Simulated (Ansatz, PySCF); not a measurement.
Process, species as SMILES: N[Si](F)(F)F → [NH][Si](F)(F)F + H atom (the H-N bond at the site shown breaks; other sites are not compared here)
Structures are relaxed separately at B3LYP-D3(BJ)/def2-TZVP in Ansatz (a program for electronic structure), one conformer each, not searched for the lowest. Frequencies are from Ansatz or PySCF.

Quantity: bond dissociation energy (enthalpy at 298 K, with B3LYP-D3(BJ) rigid-rotor harmonic-oscillator terms), in kJ/mol. Valence correlation only, unless marked. Open shells are spin-unrestricted. Spin-orbit coupling is left out. No relativistic terms. CBS marks a two-point X^-3 extrapolation of the correlation energy; Hartree-Fock from the larger set.

```tsv
level	program	bond dissociation energy (kJ/mol)
PBE0/STO-3G	Ansatz	507.2
PBE0-D3(BJ)/def2-TZVP	Ansatz + dftd3	468.4
PBE0-D3(BJ)/def2-TZVPD	Ansatz + dftd3	469.0
PBE0-D4/def2-TZVP	Ansatz + dftd4	468.3
BHLYP/def2-TZVPD	Ansatz	463.3
r2SCANh-D4/def2-TZVPD	Ansatz + dftd4	463.4
HSE06/def2-TZVPD	Ansatz	468.1
LC-wPBE-D3(BJ)/def2-TZVPD	Ansatz + dftd3	[?]
B2PLYP/def2-TZVPD	Ansatz	473.1
PBE-QIDH/def2-TZVPD	Ansatz	473.9
SCS-MP2/6-31G	Ansatz	473.3
CCSD(T)/CBS(cc-pV(T+d)Z,cc-pV(Q+d)Z)	Ansatz	[?]
```

Question: What belongs in the gaps?

Answer: 
- LC-wPBE-D3(BJ)/def2-TZVPD, bond dissociation energy (kJ/mol): 472.8
- CCSD(T)/CBS(cc-pV(T+d)Z,cc-pV(Q+d)Z), bond dissociation energy (kJ/mol): 487.7
